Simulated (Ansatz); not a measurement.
The same atomization along the group C, Si, Ge.

Isolated molecules relaxed with PBE0-D4/def2-TZVP in Ansatz; ΔE leaves out vibrations. CBS: MP2 limit from def2 TZ/QZ plus the TZ coupled-cluster correction, frozen cores. This one scheme is used for every species, atoms too. DFT in def2-TZVPP. Open shells (•) are unrestricted, without spin–orbit coupling. Spin–orbit coupling would lower the free atoms: a little for C, S, Si; clearly for Ge. Bonds to Ge are less sure, by a few kJ/mol each and by 10 to 20 or more in all where they break to atoms, as the def2 sets lack core-valence functions. Scalar relativity is left out up to krypton. One conformer a species, not always the lowest.

```csv
reaction,ωB97M-V (kcal/mol),CCSD/CBS(def2) (kcal/mol),B97M-V (kcal/mol),B2PLYP (kcal/mol)
`CSS` → C• + 4 H• + 2 S•,542.2,528.6,543.3,528.9
`[SiH3]SS` → Si• + 4 H• + 2 S•,470.3,459.6,472.6,456.0
`S[S][GeH3]` → Ge• + 4 H• + 2 S•,437.4,430.1,446.5,425.9
```

**Question.** Give the CCSD(T)/CBS values in the same order. (Best estimate.)

**Answer.** Ansatz gave: 537.7, 467.1, 438.0 kcal/mol.

Largest T1 diagnostic: 0.012, for Si•.

For atomizations the MP2-based limit and the directly extrapolated one differ by several kJ/mol either way, and by 10 to 25 for some Ge, Se and Sn compounds, so smaller differences from it don't rank the levels.
